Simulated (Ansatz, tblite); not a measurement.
Forces on Te3Pb3⁺ at its PBE-D4/def2-SVP geometry. Total charge 1; doublet.

In the def2 sets Pb, Te take a core potential; there is no spin–orbit coupling. The xTB rows come from tblite. Another isomer (doublet) lies 0.06 eV lower at PBE0-D4/def2-TZVP; other spin states weren't run for this one.

GFN1-xTB (tblite), largest force 1.56 eV/Å:

```xyz
6
positions Å, forces eV/Å
Pb    1.330    0.238    1.960   -0.691   -0.097   -0.832
Pb   -1.173   -1.889    0.859    0.500    0.924   -0.299
Pb    0.541    0.425   -2.098   -0.461   -0.023    1.134
Te   -2.171    0.641   -0.663    1.404   -0.510    0.226
Te   -0.138    2.350    0.202    0.259   -1.476   -0.246
Te    1.612   -1.766   -0.260   -1.012    1.182    0.016
```

GFN2-xTB (tblite), largest force 1.08 eV/Å:

```
Pb -0.354 -0.169 -0.560
Pb 0.426 0.502 -0.215
Pb -0.526 0.156 0.931
Te 0.888 -0.382 -0.047
Te 0.302 -0.880 -0.288
Te -0.737 0.774 0.179
```

PBE-D4/def2-TZVP (Ansatz), largest force 0.25 eV/Å:

```
Pb -0.066 -0.039 -0.157
Pb 0.109 0.110 -0.079
Pb -0.081 -0.004 0.199
Te 0.243 0.040 0.054
Te -0.075 -0.226 -0.082
Te -0.130 0.119 0.065
```
